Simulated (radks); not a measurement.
Task: All-electron atom: Au V in [Xe] 4f14 5d7 (the NIST ground configuration). All-electron calculation, scalar-relativistic Kohn-Sham, exchange-only PBE, spin-unpolarised, spherical densities, finite nucleus; Fermi nuclear charge, rms radius 5.4371 fm. Program: a radial shooting solver on a logarithmic mesh with Libxc functionals. Some entries of the table are withheld. Estimate them.

| orbital | occ. | eigenvalue (eV) | <r> (bohr) | <r^2> (bohr^2) |
|---|---|---|---|---|
| 1s | 2 | -80794.95 | 0.01687 | 0.0003934 |
| 2s | 2 | -14299.32 | 0.07114 | 0.005996 |
| 2p | 6 | -12373.19 | 0.06424 | 0.005047 |
| 3s | 2 | -3414.318 | 0.1839 | 0.03867 |
| 3p | 6 | -2855.348 | 0.1851 | 0.03974 |
| 3d | 10 | (1) | 0.1677 | 0.03292 |
| 4s | 2 | (2) | 0.4071 | 0.1870 |
| 4p | 6 | (3) | 0.4335 | 0.2136 |
| 4d | 10 | -377.3190 | (4) | 0.2427 |
| 5s | 2 | -159.0704 | 0.9210 | 0.9504 |
| 4f | 14 | -132.5282 | 0.4979 | 0.3001 |
| 5p | 6 | -109.8116 | 1.054 | 1.253 |
| 5d | 7 | -53.6867 | 1.390 | (5) |

Result: 
(1) 3d eigenvalue (eV): -2257.148
(2) 4s eigenvalue (eV): -781.1467
(3) 4p eigenvalue (eV): -597.7748
(4) 4d <r> (bohr): 0.4583
(5) 5d <r^2> (bohr^2): 2.222
